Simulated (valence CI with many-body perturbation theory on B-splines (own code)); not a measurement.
Sn19+: calculated level list

Method: valence CI with perturbative core correlation (CI+MBPT): three valence electrons over a frozen Dirac-Fock core [Ar] 3d10, a basis of 11 s, 11 p, 10 d, 8 f, 5 g, 2 h functions for each j, with the one-electron correlation potential Σ1, the two-electron term Σ2, the three-electron term Σ3, Breit, model QED; selected CI, second order for the rest, scaled by the run's own slope (own B-spline code, finite nucleus).

No measured levels were compared; by estimate levels hold to about 250 cm⁻¹ or 0.2 % of their energy and the worst to 1 %, as in measured heavy ions of charge 2 to 7; those with d or f electrons hold less well.

Levels 136 to 180 of 186, with energies above the lowest level, 4s2 4p 2P°_1/2. "Leading %" is the weight of the configuration and term that name the level; weights of strongly mixed levels are sums over their largest components and can fall short. In the jj column 3d3/2^4 stands for four electrons in 3d with j = 3/2. Lifetimes count E1, E2, E3, M1 and M2 decay at the calculated energies, and are blank where another channel may lead or the interval is too uncertain; long ones can be off by a factor of two.

```csv
No.,Configuration,Term,J,E (eV),Leading %,g,Leading jj,Lifetime
136,4p2 4f,2G°,7/2,262.53,21,1.092,4p1/2 4p3/2 4f5/2 (45 %),5.41 ps
137,4p 4d2,4P°,3/2,263.18,63,1.639,4p1/2 4d3/2 4d5/2 (50 %),5.61 ps
138,4p2 4f,2F°,5/2,263.33,35,0.961,4p1/2 4p3/2 4f5/2 (45 %),7.20 ps
139,4p2 4f,4G°,7/2,263.44,37,1.016,4p1/2 4p3/2 4f5/2 (68 %),5.96 ps
140,4p2 4f,2G°,9/2,263.93,53,1.194,4p1/2 4p3/2 4f7/2 (79 %),7.63 ps
141,4p2 4f,4G°,5/2,264.23,22,0.954,4p1/2 4p3/2 4f5/2 (77 %),5.71 ps
142,4p 4d2,4G°,11/2,264.42,55,1.192,4p3/2 4d5/2^2 (73 %),24.4 ps
143,4p 4d2,4F°,7/2,264.60,31,1.205,4p1/2 4p3/2 4f7/2 (26 %),5.37 ps
144,4s 4p 5s,2P°,3/2,264.66,84,1.376,4s 4p3/2 5s (96 %),1.54 ps
145,4p2 4f,4D°,3/2,264.84,38,0.996,4p1/2 4p3/2 4f5/2 (43 %),5.37 ps
146,4p2 4f,4D°,1/2,264.89,41,0.218,4p1/2 4p3/2 4f5/2 (49 %),6.70 ps
147,4p2 4f,4D°,5/2,265.25,32,1.198,4p1/2 4p3/2 4f7/2 (51 %),5.69 ps
148,4p2 4f,4F°,3/2,265.32,60,0.614,4p1/2 4p3/2 4f5/2 (85 %),5.58 ps
149,4p 4d2,4D°,5/2,266.04,29,1.192,4p3/2 4d5/2^2 (45 %),11.2 ps
150,4p 4d2,2F°,7/2,267.36,31,1.166,4p3/2 4d3/2 4d5/2 (56 %),5.39 ps
151,4p2 4f,2G°,9/2,267.56,25,1.099,4p3/2^2 4f5/2 (24 %),6.86 ps
152,4p 4d2,4F°,9/2,268.23,40,1.237,4p3/2 4d3/2 4d5/2 (57 %),4.28 ps
153,4p 4d2,4D°,7/2,268.94,64,1.317,4p3/2 4d5/2^2 (42 %),6.63 ps
154,4p 4d2,2P°,3/2,269.08,38,1.089,4p3/2 4d3/2 4d5/2 (44 %),4.18 ps
155,4p 4d2,2P°,1/2,269.08,57,1.033,4p1/2 4d5/2^2 (45 %),5.70 ps
156,4p 4d2,4P°,5/2,269.10,41,1.299,4p3/2 4d3/2 4d5/2 (58 %),7.39 ps
157,4p 4d2,2S°,1/2,269.35,50,1.781,4p3/2 4d3/2 4d5/2 (49 %),5.42 ps
158,4s2 5d,2D,3/2,269.43,88,0.819,4s^2 5d3/2 (88 %),3.18 ps
159,4p2 4f,2F°,5/2,270.09,29,1.126,4p3/2 4d3/2 4d5/2 (32 %),8.82 ps
160,4p 4d2,2G°,7/2,270.16,35,1.056,4p3/2 4d3/2^2 (23 %),5.07 ps
161,4s2 5d,2D,5/2,270.50,93,1.202,4s^2 5d5/2 (93 %),3.71 ps
162,4s 4p 5p,4D,1/2,271.00,71,0.252,4s 4p1/2 5p1/2 (98 %),3.21 ps
163,4p2 4f,4G°,11/2,271.07,57,1.213,4p3/2 4d3/2 4d5/2 (40 %),4.83 ps
164,4p 4d2,4D°,5/2,271.52,23,1.138,4p3/2 4d3/2 4d5/2 (44 %),4.69 ps
165,4p2 4f,2H°,9/2,271.52,27,1.087,4p3/2 4d5/2^2 (35 %),5.22 ps
166,4p2 4f,2D°,3/2,271.82,30,0.994,4p1/2 4p3/2 4f7/2 (44 %),4.35 ps
167,4p 4d2,4D°,7/2,271.93,60,1.313,4p3/2 4d5/2^2 (30 %),3.76 ps
168,4p 4d2,4D°,1/2,272.21,41,0.398,4p3/2 4d5/2^2 (31 %),4.21 ps
169,4p 4d2,4D°,5/2,272.36,18,1.117,4p3/2 4d3/2 4d5/2 (31 %),3.03 ps
170,4p 4d2,2F°,7/2,272.46,30,1.081,4p3/2^2 4f5/2 (28 %),6.83 ps
171,4p2 4f,2D°,3/2,272.94,45,0.914,4p1/2 4p3/2 4f5/2 (36 %),3.42 ps
172,4s 4p 5p,4D,3/2,273.27,54,1.193,4s 4p1/2 5p1/2 (79 %),3.33 ps
173,4s 4p 5s,2P°,1/2,273.30,94,0.713,4s 4p3/2 5s (86 %),1.41 ps
174,4s 4p 5s,2P°,3/2,273.60,59,1.505,4s 4p3/2 5s (59 %),2.14 ps
175,4p 4d2,4S°,3/2,273.65,43,1.667,4s 4p3/2 5s (29 %),2.49 ps
176,4p2 4f,4F°,7/2,274.31,25,1.158,4p3/2^2 4f7/2 (36 %),4.61 ps
177,4p2 4f,4F°,9/2,274.68,32,1.149,4p3/2^2 4f7/2 (39 %),4.99 ps
178,4s 4p 5p,4P,1/2,275.19,74,2.341,4s 4p1/2 5p1/2 (84 %),3.90 ps
179,4p 4d2,2P°,1/2,275.28,45,0.351,4p3/2 4d3/2^2 (43 %),3.16 ps
180,4p 4d2,2D°,3/2,275.38,37,0.988,4p3/2 4d3/2 4d5/2 (48 %),4.15 ps
```

Names give the largest LS component (configuration and term), which can be under half, so a name can repeat, a term be missing and a line seem to break the LS rules; names also repeat where a configuration has a term twice.

Where two levels of one J and parity lie close, their mixing, g and order are uncertain.
